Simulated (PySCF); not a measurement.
# Br⁺: excitation energy

Br⁺ [Ar] 3d10 4s2 4p4 (3P) → Br⁺ [Ar] 3d10 4s1 4p4 4d1 (high-spin determinant), as a difference of total energies. All numbers are calculated (PySCF 2.14, the spin-free X2C one-electron Hamiltonian (Gaussian nucleus), in aug-cc-pVTZ-DK). Correlated levels: valence: [Ar] 3d10 frozen. The calculations carry no spin-orbit coupling.

```csv
method,excitation energy (cm⁻¹)
UHF,197710
MP2 (valence),200630
SCS-MP2 (valence),201790
CCSD (valence),196650
CCSD(T) (valence),195290
```

The upper state lies above the first ionisation limit, where it may autoionise and the basis confines it.

The promoted electron is Rydberg-like, and one or two diffuse shells describe it only roughly, which tends to raise the upper state.

The coupled-cluster amplitudes are large for the upper state (T1 above 0.03 or a double amplitude above 0.15), so a single reference is strained.

The determinant of the upper state mixes LS terms, which raises its energy above the lowest term, most at the Hartree-Fock and MP2 levels.
